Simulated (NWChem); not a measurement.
System: HSeOF; SMILES O[Se]F

Here is an NWChem input.

```
start job
memory heap 200 mb stack 900 mb global 1100 mb
geometry units angstroms noautosym nocenter noautoz
  Se     0.376074     0.024012    -0.025994
  F     -0.589168    -1.487842     0.032639
  O     -0.923896     1.262595     0.096133
  H     -1.261136     1.403597    -0.813614
end
basis spherical
  Se library def2-tzvp
  F library def2-tzvp
  O library def2-tzvp
  H library def2-tzvp
end
dft
  xc pbe0
  iterations 150
end
property
  efieldgrad
end
task dft property
```

Parts of the log:

```
             Northwest Computational Chemistry Package (NWChem) 7.3.0
             --------------------------------------------------------

                             Geometry "geometry" -> ""
                             -------------------------

 Output coordinates in angstroms (scale by  1.889725989 to convert to a.u.)

  No.       Tag          Charge          X              Y              Z
 ---- ---------------- ---------- -------------- -------------- --------------
    1 Se                  34.0000     0.37607400     0.02401200    -0.02599400
    2 F                    9.0000    -0.58916800    -1.48784200     0.03263900
    3 O                    8.0000    -0.92389600     1.26259500     0.09613300
    4 H                    1.0000    -1.26113600     1.40359700    -0.81361400

 Effective nuclear repulsion energy (a.u.)     197.7005610980

                              NWChem Property Module
                              ----------------------

  itol2e modified to match energy
  convergence criterion.

                                 NWChem DFT Module
                                 -----------------

 Summary of "ao basis" -> "ao basis" (spherical)
 ------------------------------------------------------------------------------
       Tag                 Description            Shells   Functions and Types
 ---------------- ------------------------------  ------  ---------------------
 Se                        def2-tzvp                16       48   6s5p4d1f
 F                         def2-tzvp                11       31   5s3p2d1f
 O                         def2-tzvp                11       31   5s3p2d1f
 H                         def2-tzvp                 4        6   3s1p

  itol2e modified to match energy
  convergence criterion.

            General Information
            -------------------
          SCF calculation type: DFT
          Wavefunction type:  closed shell.
          No. of atoms     :     4
          No. of electrons :    52
           Alpha electrons :    26
            Beta electrons :    26
          Charge           :     0
          Spin multiplicity:     1
          Use of symmetry is: off; symmetry adaption is: off
          Maximum number of iterations: 150
          AO basis - number of functions:   116
                     number of shells:    42
          Convergence on energy requested:  1.00D-07
          Convergence on density requested:  1.00D-05
          Convergence on gradient requested:  5.00D-04

              XC Information
              --------------
                         PBE0 Method XC Functional
                     Hartree-Fock (Exact) Exchange  0.250
          PerdewBurkeErnzerhof Exchange Functional  0.750
            Perdew 1991 LDA Correlation Functional  1.000 local
           PerdewBurkeErnz. Correlation Functional  1.000 non-local

             Grid Information
             ----------------
          Grid used for XC integration:  fine
          Radial quadrature: Mura-Knowles
          Angular quadrature: Lebedev.
          Tag              B.-S. Rad. Rad. Pts. Rad. Cut. Ang. Pts.
          ---              ---------- --------- --------- ---------
          Se                  1.15      140           9.0       974
          F                   0.50       70          10.0       590
          O                   0.60       70           8.0       590
          H                   0.35       60           9.0       590
          Grid pruning is: on
          Number of quadrature shells:   340
          Spatial weights used:  Erf1

      Superposition of Atomic Density Guess
      -------------------------------------

 Sum of atomic energies:       -2574.50872139

      Non-variational initial energy
      ------------------------------

 Total energy =   -2574.721831
 1-e energy   =   -3980.816288
 2-e energy   =    1208.393897
 HOMO         =      -0.225973
 LUMO         =      -0.055598

   convergence    iter        energy       DeltaE   RMS-Dens  Diis-err
 ---------------- ----- ----------------- --------- --------- ---------
 d= 0,ls=0.0,diis     1  -2576.7257722711 -2.77D+03  8.83D-03  9.99D-01
 d= 0,ls=0.0,diis     2  -2576.6326074905  9.32D-02  5.25D-03  1.96D+00
 d= 0,ls=0.0,diis     3  -2576.8010357630 -1.68D-01  1.05D-03  1.12D-01
 d= 0,ls=0.0,diis     4  -2576.8084285722 -7.39D-03  4.47D-04  6.23D-03
 d= 0,ls=0.0,diis     5  -2576.8086892151 -2.61D-04  1.94D-04  3.55D-03
  Resetting Diis
 d= 0,ls=0.0,diis     6  -2576.8090026544 -3.13D-04  2.93D-05  4.48D-05
 d= 0,ls=0.0,diis     7  -2576.8090067932 -4.14D-06  8.51D-06  2.16D-06
 d= 0,ls=0.0,diis     8  -2576.8090067900  3.18D-09  4.80D-06  1.95D-06

         Total DFT energy =    -2576.809006790049
      One electron energy =    -3980.074550338022
           Coulomb energy =     1311.672103895728
    Exchange-Corr. energy =     -106.107121445730
 Nuclear repulsion energy =      197.700561097975

 Numeric. integr. density =       51.999999705580

                       DFT Final Molecular Orbital Analysis
                       ------------------------------------

 Vector   24  Occ=2.000000D+00  E=-4.006401D-01
              MO Center= -4.4D-01, -2.3D-02,  6.1D-02, r^2= 2.7D+00
   Bfn.  Coefficient  Atom+Function         Bfn.  Coefficient  Atom+Function
  ----- ------------  ---------------      ----- ------------  ---------------
    54      0.302997  2 F  px                86     -0.263319  3 O  py
    57      0.248689  2 F  px                89     -0.229425  3 O  py
     6     -0.208495  1 Se s                 16     -0.204722  1 Se px
    60      0.179759  2 F  px                 5     -0.151303  1 Se s
    10      0.142956  1 Se px                92     -0.140678  3 O  py

 Vector   25  Occ=2.000000D+00  E=-3.769577D-01
              MO Center= -7.3D-01,  8.1D-01,  6.7D-02, r^2= 1.8D+00
   Bfn.  Coefficient  Atom+Function         Bfn.  Coefficient  Atom+Function
  ----- ------------  ---------------      ----- ------------  ---------------
    85      0.334714  3 O  px                88      0.289035  3 O  px
    86      0.249963  3 O  py                89      0.214234  3 O  py
    91      0.202025  3 O  px                 6     -0.177594  1 Se s
    55      0.168093  2 F  py                92      0.161997  3 O  py
    58      0.140467  2 F  py                 5     -0.131265  1 Se s

 Vector   26  Occ=2.000000D+00  E=-2.566086D-01
              MO Center=  2.7D-01,  3.1D-03, -3.0D-02, r^2= 2.0D+00
   Bfn.  Coefficient  Atom+Function         Bfn.  Coefficient  Atom+Function
  ----- ------------  ---------------      ----- ------------  ---------------
    18      0.530443  1 Se pz                12     -0.326808  1 Se pz
    21      0.323602  1 Se pz                15      0.298688  1 Se pz
    56     -0.175344  2 F  pz                59     -0.139317  2 F  pz
    62     -0.129941  2 F  pz                87     -0.122344  3 O  pz
     9      0.099189  1 Se pz                90     -0.098374  3 O  pz

 Vector   27  Occ=0.000000D+00  E=-6.753995D-02
              MO Center=  3.6D-01, -3.9D-02, -3.4D-02, r^2= 2.6D+00
   Bfn.  Coefficient  Atom+Function         Bfn.  Coefficient  Atom+Function
  ----- ------------  ---------------      ----- ------------  ---------------
    20      0.535983  1 Se py                17      0.438226  1 Se py
    53      0.286903  2 F  s                 11     -0.259829  1 Se py
    14      0.244798  1 Se py                19      0.203533  1 Se px
    16      0.176940  1 Se px                55      0.176803  2 F  py
    61      0.166321  2 F  py                54      0.159240  2 F  px

 Vector   28  Occ=0.000000D+00  E=-4.640909D-02
              MO Center= -3.1D-02,  2.9D-01, -1.4D-01, r^2= 3.2D+00
   Bfn.  Coefficient  Atom+Function         Bfn.  Coefficient  Atom+Function
  ----- ------------  ---------------      ----- ------------  ---------------
    84      0.608850  3 O  s                 19      0.513549  1 Se px
     6     -0.406327  1 Se s                 16      0.405533  1 Se px
   113     -0.363055  4 H  s                 20     -0.234289  1 Se py
    92     -0.225007  3 O  py                10     -0.217308  1 Se px
    13      0.199650  1 Se px                 5     -0.195252  1 Se s

 Vector   29  Occ=0.000000D+00  E= 4.971320D-02
              MO Center= -1.1D+00,  1.2D+00, -1.0D+00, r^2= 3.7D+00
   Bfn.  Coefficient  Atom+Function         Bfn.  Coefficient  Atom+Function
  ----- ------------  ---------------      ----- ------------  ---------------
   113      1.674109  4 H  s                 84     -0.510169  3 O  s
    19      0.475661  1 Se px                 6     -0.461966  1 Se s
    93      0.425546  3 O  pz                91      0.363488  3 O  px
    20     -0.339290  1 Se py                92     -0.279540  3 O  py
     5     -0.208370  1 Se s                 87      0.161102  3 O  pz

     Multipole analysis of the density
     ---------------------------------

     L   x y z        total         alpha         beta         nuclear
     -   - - -        -----         -----         ----         -------
     0   0 0 0     -0.000000    -26.000000    -26.000000     52.000000

     1   1 0 0      0.304809      1.256288      1.256288     -2.207767
     1   0 1 0      0.577933      1.299793      1.299793     -2.021653
     1   0 0 1     -0.623635      0.287788      0.287788     -1.199211

     2   2 0 0    -19.882747    -39.138183    -39.138183     58.393619
     2   1 1 0     -1.298329      4.539322      4.539322    -10.376972
     2   1 0 1      1.625237      1.151689      1.151689     -0.678140
     2   0 2 0    -22.215973    -73.005104    -73.005104    123.794235
     2   0 1 1     -1.799737      0.223671      0.223671     -2.247080
     2   0 0 2    -21.342111    -12.043168    -12.043168      2.744225

          -----------------------
          Electric field gradient
          -----------------------

 1 a.u. = 0.324123 10**(16) esu/cm**3  ( or statvolts/cm**2 ) = 0.97174 10**(22) v/m**2

 ------------------------------------------------------------
   Atom      X         Y         Z
 ------------------------------------------------------------
    1 Se   0.71068   0.04538  -0.04912
 ------------------------------------------------------------

 Electric field gradient in molecular frame (a.u.)
         XX             YY             ZZ             XY             XZ             YZ
 ------------------------------------------------------------------------------------------
       -3.663746      -6.931572      10.595318      -0.600198       1.021351       0.105343

 Principal components (a.u.) and orientation
 of principal axis w.r.t. absolute frame                      Asymmetry parameter eta
 --------------------------------------------------------------------------------------
       10.668326      -7.042923      -3.625403                       0.320343

        0.070935       0.179623       0.981175
        0.003551       0.983601      -0.180324
        0.997475      -0.016276      -0.069134

 ------------------------------------------------------------
   Atom      X         Y         Z
 ------------------------------------------------------------
    2 F   -1.11337  -2.81161   0.06168
 ------------------------------------------------------------

 Electric field gradient in molecular frame (a.u.)
         XX             YY             ZZ             XY             XZ             YZ
 ------------------------------------------------------------------------------------------
       -0.033564      -1.652509       1.686073      -1.578769       0.099828       0.094444

 Principal components (a.u.) and orientation
 of principal axis w.r.t. absolute frame                      Asymmetry parameter eta
 --------------------------------------------------------------------------------------
       -2.621314       1.691854       0.929460                       0.290844

        0.521436       0.056275       0.851433
        0.852735       0.001629      -0.522341
       -0.030782       0.998414      -0.047138

 ------------------------------------------------------------
   Atom      X         Y         Z
 ------------------------------------------------------------
    3 O   -1.74591   2.38596   0.18167
 ------------------------------------------------------------

 Electric field gradient in molecular frame (a.u.)
         XX             YY             ZZ             XY             XZ             YZ
 ------------------------------------------------------------------------------------------
        0.002546       0.138221      -0.140767       1.308810      -0.607148       0.166837

 Principal components (a.u.) and orientation
 of principal axis w.r.t. absolute frame                      Asymmetry parameter eta
 --------------------------------------------------------------------------------------
       -1.476405       1.441112       0.035293                       0.952190

        0.694737       0.704071      -0.147053
       -0.603573       0.681875       0.413213
        0.391203      -0.198317       0.898683

 ------------------------------------------------------------
   Atom      X         Y         Z
 ------------------------------------------------------------
    4 H   -2.38320   2.65241  -1.53751
 ------------------------------------------------------------

 Electric field gradient in molecular frame (a.u.)
         XX             YY             ZZ             XY             XZ             YZ
 ------------------------------------------------------------------------------------------
        0.138051       0.198891      -0.336942       0.054770      -0.202521       0.080993

 Principal components (a.u.) and orientation
 of principal axis w.r.t. absolute frame                      Asymmetry parameter eta
 --------------------------------------------------------------------------------------
       -0.426009       0.236129       0.189880                       0.108565

        0.346981       0.694727       0.630047
       -0.150395       0.704306      -0.693783
        0.925735      -0.145974      -0.348864
```

Level: PBE0/def2-TZVP. All runs use the structure optimised with PBE-D3(BJ)/def2-SVP. NWChem prints the field gradient with the sign opposite to the second derivative of the potential.
